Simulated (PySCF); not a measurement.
Can point charges reproduce the dipole moment of `C([N+](CC)(CC)[BH3-])C`?

Coordinates (PBE0-D3(BJ)/def2-SVP, Å) and charges (e) from the PBE0/pcSseg-1 density (PySCF):

```
atom       x       y       z  Mulliken      IAO  Hirshfeld  ESP-fitted
  B1  -0.140  -0.525  -1.854   -0.0936  -0.3982    -0.0913     -0.1666
  N2   0.145   0.118  -0.366   -0.6618  -0.0158    +0.0450     +0.2474
  C3  -0.442  -0.736   0.702   -0.0912  -0.1428    -0.0043     +0.1207
  C4  -1.948  -0.871   0.668   -0.2784  -0.4137    -0.1094     -0.4760
  C5  -0.449   1.485  -0.374   -0.0936  -0.1464    -0.0034     +0.0167
  C6  -0.331   2.293   0.905   -0.2848  -0.4219    -0.1141     -0.4049
  C7   1.615   0.238  -0.143   -0.0959  -0.1392    -0.0023     -0.0499
  C8   2.420  -1.035  -0.297   -0.2680  -0.4112    -0.1092     -0.4045
  H9  -1.311  -0.294  -2.123   -0.0649  -0.0329    -0.1005     -0.1359
 H10   0.625   0.062  -2.614   -0.0630  -0.0333    -0.1029     -0.1254
 H11   0.085  -1.726  -1.783   -0.0677  -0.0337    -0.1011     -0.1110
 H12  -0.110  -0.345   1.680   +0.1170  +0.1231    +0.0366     +0.0092
 H13   0.011  -1.727   0.577   +0.1576  +0.1543    +0.0501     +0.0737
 H14  -2.466   0.075   0.884   +0.1198  +0.1319    +0.0404     +0.1290
 H15  -2.254  -1.595   1.438   +0.1245  +0.1487    +0.0500     +0.1286
 H16  -2.286  -1.240  -0.309   +0.1680  +0.1674    +0.0505     +0.1495
 H17   0.028   2.007  -1.215   +0.1533  +0.1547    +0.0528     +0.0569
 H18  -1.501   1.361  -0.658   +0.1567  +0.1564    +0.0499     +0.0826
 H19   0.709   2.506   1.188   +0.1286  +0.1380    +0.0415     +0.0925
 H20  -0.828   1.809   1.759   +0.1265  +0.1362    +0.0412     +0.1118
 H21  -0.828   3.262   0.750   +0.1340  +0.1553    +0.0533     +0.1302
 H22   1.773   0.656   0.866   +0.1226  +0.1236    +0.0367     +0.0643
 H23   1.968   0.983  -0.871   +0.1421  +0.1499    +0.0499     +0.0990
 H24   2.139  -1.807   0.433   +0.1196  +0.1349    +0.0417     +0.0937
 H25   3.480  -0.795  -0.125   +0.1211  +0.1466    +0.0487     +0.1255
 H26   2.313  -1.453  -1.305   +0.1714  +0.1679    +0.0499     +0.1428
```

Problem. Compute μ = Σ q r for each scheme (1 e·Å = 4.803 D) and compare with the dipole of the full density.

Solution. The full density gives (0.78, 1.95, 4.59) D, 5.05 D in size; dipole vectors point from the negative to the positive end.

```csv
scheme,μx,μy,μz,size (D),share of the full size (%),angle to the full dipole (°)
Mulliken,0.56,1.60,4.62,4.92,97,5
IAO,0.96,2.15,4.80,5.35,106,2
Hirshfeld,0.71,1.77,4.09,4.52,89,0
ESP-fitted,0.77,1.95,4.58,5.04,100,0
```

Problem. Which set comes closest?

Solution. Length of the difference vector: ESP-fitted 0.02 D, IAO 0.34 D, Mulliken 0.42 D, Hirshfeld 0.53 D. Closest: ESP-fitted. ESP charges are fitted to the potential around the molecule, whose slowest-falling term is the dipole's. The schemes that divide the density aren't constrained to reproduce the dipole.

Problem. What is left for the Hirshfeld atoms' own dipoles?

Solution. The shares of the density sum to the whole, so what Σ q r misses lies in dipoles about the nuclei. The atomic dipoles sum to (0.78, 1.95, 4.59) − (0.71, 1.77, 4.09) = (0.07, 0.18, 0.50) D, 0.53 D in size.

Problem. With the origin at the mean of the coordinates, (0.093, 0.104, -0.084) Å, which are the largest single terms, by size, of the ESP-fitted dipole along the direction of the full one?

Solution. C6 -3.27, B1 +1.51, H9 +1.45, H10 +1.35, H11 +1.20 D; all 26 atoms together +5.04 D. The single terms depend on the origin, their sum doesn't.

Problem. Give the size of the full dipole in other units.

Solution. 5.05 D = 1.987 au = 1.052 e·Å = 16.85 × 10⁻³⁰ C·m.

One conformer (not necessarily the lowest) at the PBE0-D3(BJ)/def2-SVP geometry, without solvent, vibrations or thermal averaging.

Conformer computed: `[BH3-:1][N+:2]([CH2:3][CH3:4])([CH2:5][CH3:6])[CH2:7][CH3:8]`: B1–N2–C3–C4 -63°, B1–N2–C5–C6 179°, B1–N2–C7–C8 -56°.
